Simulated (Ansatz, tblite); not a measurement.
Isomers of InO$_{3}$H$_{3}$ (singlet), found by a short tight-binding search and relaxed with PBE0-D4/def2-SVP in Ansatz.

In the def2 sets In takes a core potential; there is no spin–orbit coupling. The xTB rows come from tblite. Correlated methods freeze 7 core orbitals; core or outer-core shells of In are correlated, in sets that lack core-valence functions.

A: It holds 1 O–O bond. B: It holds 1 O–O bond.

Other spin states weren't relaxed.

A:

Cartesian coordinates in Å:
```
In -0.5186 -0.5707 0.4488
O -0.1120 2.0416 -0.4767
O 0.6292 0.8125 -0.5047
O 0.5813 -2.2190 0.6355
H 0.0611 2.3738 -1.3675
H 1.4706 -2.0959 0.2826
H -2.1115 -0.3424 0.9820
```

B:

```xyz
7

In   -0.0890    1.7839    0.1195
O    -0.6488   -0.1670   -0.7935
O     1.5355   -0.1228    0.5091
O    -1.5509   -0.3423    0.3300
H     0.8067   -0.5202   -0.0525
H     2.3510   -0.2204    0.0052
H    -2.4045   -0.4113   -0.1178
```

C:

```xyz
7

In   -0.1733    0.1025   -0.1305
O     0.8004    0.3023   -1.8536
O     0.6038   -0.7037    1.5254
O    -2.0460    0.7432   -0.0167
H    -2.4009    0.5900    0.8673
H     1.7001   -0.0408   -1.8015
H     1.5159   -0.9935    1.4095
```

Task: Estimate their order by electronic energy at CCSD(T)/def2-TZVPP, counted from the lowest.

Result: C (0.00) < B (2.66) < A (3.60), in eV.

Task: Do the other levels pick the same lowest one?

Result: All that were run do. Energies above each level's lowest (eV):

```csv
level,A,B,C
GFN1-xTB,2.33,0.25,0.00
GFN2-xTB,2.60,0.38,0.00
HF/def2-TZVPP,3.70,2.94,0.00
PBE-D4/def2-TZVP,3.29,2.20,0.00
r2SCAN-D4/def2-TZVP,3.43,2.49,0.00
B97M-V/def2-TZVP,3.35,2.47,0.00
r2SCANh-D4/def2-TZVP,3.46,2.52,0.00
PBE0-D4/def2-TZVP,3.42,2.42,0.00
MP2/def2-TZVPP,3.87,2.84,0.00
CCSD/def2-TZVPP,3.63,2.68,0.00
CCSD(T)/def2-TZVPP,3.60,2.66,0.00
```
Point groups (tolerance 0.1 Å): A not assigned, B not assigned, C Cs. Lower isomers may exist.
